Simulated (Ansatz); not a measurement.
Reaction (redistribution): `O[CH2][Ga]([OH])[F]` + `BN[SiH2]Cl` → `[OH][Ga]([F])[Cl]` + `BN[SiH2]CO`

Gas-phase electronic energies from Ansatz, PBE0-D4/def2-TZVP geometries. CCSD(T)/CBS adds triple-zeta CCSD(T) − MP2 to the extrapolated MP2 energy (def2 sets, frozen cores). DFT in def2-TZVPP. For Ga outer-core shells are correlated without core-valence functions, which leaves a few kJ/mol of doubt a bond. Scalar relativity is left out up to krypton. Each species was taken in one conformer, which may not be the lowest.

| species | B2PLYP energy (Eh) |
| --- | --- |
| `O[CH2][Ga]([OH])[F]` | -2215.30586 |
| `BN[SiH2]Cl` | -832.14191 |
| `[OH][Ga]([F])[Cl]` | -2560.36037 |
| `BN[SiH2]CO` | -487.08985 |

(1) Work out ΔE.

Largest T1 diagnostic among the species: 0.014.

Answers

(1) ΔE = (-2560.36037) + (-487.08985) − (-2215.30586) − (-832.14191) = -0.00245 Eh = -0.07 eV. CCSD(T)/CBS gives -0.03 eV.

From PBE to PBE0 (25 % exact exchange), in def2-TZVPP and without D4, ΔE moves by −0.05 eV. In def2-TZVPP, CCSD(T) changes the Hartree–Fock value by +0.13 eV (the triples alone add +0.01 eV) and MP2 by +0.17 eV.
